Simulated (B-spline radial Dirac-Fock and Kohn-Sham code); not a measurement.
**Binding energies of Al³⁺ at several levels of theory**

System: Al³⁺, configuration [He] 2s2 2p6.

The density-functional columns are spherical, spin-unpolarised Dirac-Kohn-Sham results without Breit or QED terms: −ε is minus the orbital energy of the initial state and ΔSCF the difference of two total energies. The reference in the last column comes from Dirac-Fock ΔSCF + Breit + QED. All numbers are from a radial finite-basis atomic code, in eV; a selection of levels is shown. The Kohn-Sham columns are given as differences from the reference.

```
     level  PBE −ε − DF  PBE ΔSCF − DF  LDA −ε − DF  LDA ΔSCF − DF  Dirac-Fock
    K (1s)        -61.2          +12.8        -68.1           +5.6      1607.9
   L1 (2s)        -22.7           -6.4        -23.3           -7.1       165.3
L2 (2p1/2)        -14.4           +2.6        -14.3           +2.7       118.8
L3 (2p3/2)        -14.4           +2.6        -14.3           +2.6       118.4
```

For the outermost level NIST gives 119.9924 eV (measured); the differences from it are PBE −ε -16.01, PBE ΔSCF +0.98, LDA −ε -15.92, LDA ΔSCF +1.05, Dirac-Fock -1.60 eV.

Values without a named source are computed, but for edge energies of neutral atoms, which are taken from tables.
